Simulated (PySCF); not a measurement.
Gas-phase reaction: 2 In(CH3)3 + C3H8O (1-propanol) + C3H6 (cyclic) = In2O + 4 C3H8

Method: PySCF energies plus ideal-gas RRHO corrections (1 bar). S°(298 K) at PBE0/def2-TZVP differs from the NASA 1993 table for C3H8O (1-propanol) (-22 J/mol/K); whether the harmonic model or the table's entry is off was not settled. † marks an energy on the PBE0/def2-TZVP geometry and frequencies; other levels use their own. MP2 freezes the core. All species are closed-shell singlets. B3LYP is the form with VWN-RPA correlation. In: scalar-relativistic def2 core potential, no spin-orbit coupling. No R ln 2 is added for the mirror-image form of C3H8O (1-propanol). Methyl groups turn as free rotors in In(CH3)3. MP2 isn't extrapolated to the basis-set limit; its ΔH°(298 K) is -456.4 kJ in def2-SVP and -401.1 kJ in def2-TZVPP. The harmonic model lacks anharmonicity and excited electronic states, which grow with temperature; levels with a mode under 35 cm⁻¹ are left out. Internal rotation in C3H8O (1-propanol), C3H8 is treated as a harmonic vibration of one conformer, which makes the entropy rough. Soft modes under 120 cm⁻¹ make the harmonic entropy rough for In(CH3)3, In2O.

```tsv
level	ΔE electronic, kJ	ΔH°(298 K), kJ	ΔS°(298 K), J/K	ΔG°(1600 K), kJ
B3LYP/def2-TZVP†	-505	-466	100	-595
BLYP/def2-TZVP†	-521	-483	100	-612
M06-2X/def2-TZVP†	-433	-395	100	-524
MP2/def2-SVP†	-495	-456	100	-586
MP2/def2-TZVPP†	-440	-401	100	-530
PBE/def2-SVP	-499	-461	101	-591
PBE0/def2-SVP†	-478	-439	100	-568
PBE0/def2-TZVP	-445	-407	100	-536
r2SCAN/def2-TZVP†	-448	-410	100	-539
ωB97M-V/def2-TZVP†	-431	-392	100	-521
ωB97X-V/def2-TZVP†	-430	-391	100	-520
```
ΔH° is lowest at BLYP/def2-TZVP† and highest at ωB97X-V/def2-TZVP†. No reference value is set beside these.
